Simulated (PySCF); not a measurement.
# KSr and its ions

PBE0; PySCF, scalar-relativistic core potentials, basis sets K def2-SVPD, Sr def2-SVPD with ECP28. Neutral (UKS): doublet (σ ↑), Re = 4.495 Å, ωe = 58.1 cm⁻¹, De = 0.20 eV, HOMO -2.86 eV, LUMO -1.52 eV.

KSr⁺ (UKS): singlet (closed shell), Re = 4.280 Å, ωe = 76.5 cm⁻¹, De = 0.63 eV to K⁺ + Sr. The energies at the minima are -630.33706 hartree for KSr and -630.19241 for KSr⁺.

**Question.** Work out the adiabatic ionisation energy, without and with harmonic zero-point energies (1 hartree = 27.2114 eV, 1 eV = 8065.5 cm⁻¹), and the change of the bond length.

**Answer.** At PBE0: 0.14465 hartree = 3.936 eV between the minima; the zero-point term (76.5 − 58.1)/2 cm⁻¹ = +0.001 eV makes it 3.937 eV. Re changes by -21.5 pm against the neutral. The electron leaves a σ orbital, and the shorter bond of the ion fits an antibonding orbital, or a change in how ionic the bond is.

KSr⁻ (UKS): singlet (closed shell), Re = 4.780 Å, ωe = 49.8 cm⁻¹, De = 0.38 eV to K⁻ + Sr. The energies at the minima are -630.33706 hartree for KSr and -630.36119 for KSr⁻.

**Question.** Work out the adiabatic electron affinity, without and with harmonic zero-point energies (1 hartree = 27.2114 eV, 1 eV = 8065.5 cm⁻¹), and the change of the bond length.

**Answer.** At PBE0: 0.02413 hartree = 0.657 eV between the minima; the zero-point term (58.1 − 49.8)/2 cm⁻¹ = +0.001 eV makes it 0.657 eV. Re changes by +28.5 pm against the neutral. The electron enters a σ orbital; the charge polarises the partner, so the anion is bound more strongly.

Closed-shell solutions of metal pairs were not tested for spin polarisation, which can lower them a little. Weak bonds: KSr, KSr⁻. Basis-set superposition, not corrected here, can be much of De in a small basis, most of all at correlated wavefunction levels. For an ion De counts to the pair picked by the measured ionisation energies or electron affinities, which need not be the lowest pair at this level. The highest Kohn–Sham level is positive in this anion. Much of that is self-interaction error, but it also means that the finite basis helps to hold the extra electron. States were picked by a PBE0 search and need not be the measured ground states.
